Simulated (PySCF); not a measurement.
Ionisation energy along the 7-electron series

Calculated with PySCF 2.14 and a two-component X2C-1e Hamiltonian (Gaussian nucleus, no Breit or QED terms), each ion in its own even-tempered basis scaled to its charge; GMP2 freezes nothing and drops the highest virtual spinors. Values in eV. NIST values: (m) measured, (s) semi-empirical, (t) theoretical.

```csv
ion,configuration,GHF (spin-free),GMP2 (spin-free),GHF (screened spin-orbit),GMP2 (screened spin-orbit),NIST
Rh³⁸⁺,[He] 2s2 2p3,5675.1,5674.9,5602.2,5601.6,5600 ± 40 (s)
Ag⁴⁰⁺,[He] 2s2 2p3,6257.0,6256.7,6172.0,6171.5,6170 ± 40 (s)
```

Q: Fill in the row of Pd³⁹⁺.

A: configuration: [He] 2s2 2p3; GHF (spin-free): 5962.4; GMP2 (spin-free): 5962.1; GHF (screened spin-orbit): 5883.6; GMP2 (screened spin-orbit): 5883.0; NIST: 5880 ± 40 (s).
